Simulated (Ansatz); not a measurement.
dilithium (Li$_{2}$), singlet, geometry from GFN2-xTB (such geometries of metal compounds can be far from the true shape); HF/6-311G** (Ansatz, a quantum-chemistry and plane-wave program).

Ansatz was given this input:
Ansatz 0.2 input:
```yaml
crystal:
  periodic: [false, false, false]
  atoms:
    - {symbol: Li, position_ang: [-0.00000000, -0.00000000, -1.14955939]}
    - {symbol: Li, position_ang: [0.00000000, 0.00000000, 1.14955939]}
basis:
  gaussian:
    orbitals: 6-311G__.json
    occupation: {up: {"Ag": 1, "B1u": 1, "B3g": 1}, down: {"Ag": 1, "B1u": 1, "B3g": 1}}
hamiltonian:
  xc: hf
```
The basis file holds 6-311G** in the JSON format of the Basis Set Exchange.

What the program printed (banner, timings and long lists left out):

```
Functional definition: HF
358 factors; their error is unknown
mean field evaluation 1: about -394.4924 eV, gradient 5.4e0 eV
mean field evaluation 2: about -395.7231 eV, gradient 1.5e0 eV
mean field evaluation 4: about -395.7009 eV, gradient 6.4e-2 eV
mean field -395.70096142 eV, -14.5417421164 hartree, gradient 1.3e-6 eV, S^2 0.000000; 0 other end points of the search recorded, 0 dependent functions left out
reference -395.70096142 eV, -14.5417421164 hartree; 3, 3 occupied and 33, 33 virtual orbitals, 358 factors
Total energy: -395.70096142 eV, -14.5417421164 hartree
```
